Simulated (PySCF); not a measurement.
Cd(Me)2 (C₂H₆Cd), SMILES [CH3][Cd][CH3].

Geometry: PBE-D3(BJ)/def2-SVP. The isomer is the one that the SMILES or the coordinates give; other isomers of the formula were not compared. The def2 effective core potentials stand for the cores of Cd; spin–orbit coupling is left out.

Method: PBE-D3(BJ)/def2-SVP run with PySCF.

Frequencies are harmonic and unscaled.

A small imaginary wavenumber (i) marks a very flat motion, where grid noise or a shallow saddle decides the sign.

Modes within 1.5 cm⁻¹ of each other (mostly degenerate sets) share a row, with their intensities summed.

Computed normal modes with their intensities:
```
mode   ν (cm⁻¹)  IR (km/mol)  moving atoms (share of kinetic energy)
-----  --------  -----------  --------------------------------------
1           18i          0.0                                 H 100 %
2–3         127          1.7                 C 50 %, H 30 %, Cd 20 %
4           456          0.0                          C 81 %, H 19 %
5           519         50.0                 C 61 %, Cd 21 %, H 18 %
6–7         616          0.0                          H 87 %, C 13 %
8–9         695        126.3                          H 80 %, C 19 %
10         1130          0.0                          H 84 %, C 16 %
11         1132          0.8                          H 81 %, C 19 %
12–13      1382          0.0                                  H 95 %
14–15      1384          1.6                                  H 95 %
16–17      2973         26.2                                  H 97 %
18–21      3078         28.4                           H 91 %, C 9 %
```
